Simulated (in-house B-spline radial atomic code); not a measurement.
# KLI/ALDAx excitations of Ne⁶⁺

Method: KLI/ALDAx. Computed with a B-spline radial code for spherical atoms: linear response of the closed shell [He] 2s2 with the adiabatic LDA exchange kernel on the exchange-only KLI potential; scalar-relativistic (spin-free one-electron X2C), finite nucleus, no spin-orbit coupling, no double excitations, S, P, D and F terms only.

Command:
```bash
python run_td.py task.json out
```
Settings (radii: box in bohr, nucleus in fm):
```
Z                        10
electrons                4
configuration            [He] 2s2
hamiltonian              x2c
method                   kli
box_radius               14.35
rms_radius               3.0055
intervals                105
```

Run time, properties included: 0.3 s on 1 thread of Intel(R) Xeon(R) Platinum 8259CL CPU @ 2.50GHz (Skylake/Cascade Lake) (shared host).

The lowest states, in the order of their Tamm-Dancoff energies; the method's threshold (minus the highest occupied level) is 204.08 eV. Labels give the largest channel, * marks a mixed state, and oscillator strengths are full-response dipole values. Semilocal kernels can invert the small singlet-triplet splittings of Rydberg terms. Energies in eV:

```json
{"state": "2s → 2p 3P", "full response": "10.814", "Tamm-Dancoff": "12.301", "oscillator strength": "-"}
{"state": "2s → 2p 1P", "full response": "25.073", "Tamm-Dancoff": "26.469", "oscillator strength": "0.373"}
{"state": "2s → 3s 3S", "full response": "118.41", "Tamm-Dancoff": "118.43", "oscillator strength": "-"}
{"state": "2s → 3s 1S", "full response": "121.49", "Tamm-Dancoff": "121.52", "oscillator strength": "-"}
{"state": "2s → 3p 3P", "full response": "123.44", "Tamm-Dancoff": "123.46", "oscillator strength": "-"}
{"state": "2s → 3p 1P", "full response": "?", "Tamm-Dancoff": "?", "oscillator strength": "?"}
{"state": "2s → 3d 3D", "full response": "126.49", "Tamm-Dancoff": "126.53", "oscillator strength": "-"}
{"state": "2s → 3d 1D", "full response": "128.85", "Tamm-Dancoff": "128.85", "oscillator strength": "-"}
{"state": "2s → 4s 3S", "full response": "?", "Tamm-Dancoff": "?", "oscillator strength": "-"}
{"state": "2s → 4s 1S", "full response": "158.82", "Tamm-Dancoff": "158.83", "oscillator strength": "-"}
```

Problem. Where does 2s → 3p 1P lie?

Solution. At 124.57 eV in full response, 124.57 eV in Tamm-Dancoff, oscillator strength 0.515.

Problem. Where does 2s → 4s 3S lie?

Solution. At 157.84 eV in full response, 157.85 eV in Tamm-Dancoff.

Problem. How large is the singlet-triplet splitting of 2s → 2p (P terms) in Tamm-Dancoff?

Solution. 14.2 eV, from the unrounded values.

Problem. What polarisabilities and dispersion coefficient does the method give?

Solution. Dipole 0.478 bohr³, quadrupole 0.09615 bohr⁵, C6 0.18 hartree·bohr⁶ for two such species.
